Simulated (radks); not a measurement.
Values are calculated unless marked as measured or tabulated.
Spin polarisation of the 4f4 shell in Nd2+. Start: [Xe] 4f(up 2, down 2); electrons of 4f are moved from spin down to spin up, other shells keep equal spins. Code: a radial shooting solver on a logarithmic mesh with Libxc functionals. Model: scalar-relativistic Kohn-Sham, SCAN, spin-polarised, spherical densities, finite nucleus; meta-GGA in the generalised Kohn-Sham scheme; Fermi nuclear charge, rms radius of each element as measured or else 0.836 A^(1/3) + 0.57 fm.

| moment (Bohr magnetons) | E - E(0) (eV) | e(4f up) (eV) | e(4f down) (eV) | 5p down minus up (eV) | 5s down minus up (eV) | 4d down minus up (eV) |
|---|---|---|---|---|---|---|
| 0 | 0.000 | -13.962 | -13.962 | 0.000 | 0.000 | 0.000 |
| 1 | -0.236 | -14.408 | -13.466 | 0.298 | 0.391 | 0.958 |
| 2 | -0.942 | -14.801 | -12.924 | 0.600 | 0.788 | 1.913 |
| 3 | -2.115 | -15.135 | -12.336 | 0.911 | 1.194 | 2.864 |

At moment 3 the spin-polarisation energy is -2.115 eV and the 4f exchange splitting 2.800 eV, that is 0.933 eV per Bohr magneton; E = -I m^2/4 would give I = 0.940 eV.
